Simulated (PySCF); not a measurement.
## Excitation energy of Zn by level of theory

Zn [Ar] 3d10 4s2 (1S) → Zn [Ar] 3d10 4s1 5s1 (3S), as a difference of total energies. Computed with PySCF 2.14 in aug-cc-pVQZ-PP with ECP10MDF (7s7p6d4f3g2h, 135 functions), with scalar relativity through the core potential. Correlated levels: valence: 3s2 3p6 frozen. The calculations carry no spin-orbit coupling.

```tsv
method	excitation energy (eV)	error (eV)
UHF	5.248	-1.407
LDA	7.036	+0.381
PBE	6.681	+0.026
PBE0	6.412	-0.243
r2SCAN	6.707	+0.052
BHandHLYP	6.504	-0.151
MN15	6.814	+0.159
TPSSh	6.422	-0.233
MP2 (valence)	6.561	-0.094
SCS-MP2 (valence)	6.619	-0.036
```

Reference: 6.655 eV (measured; NIST levels).
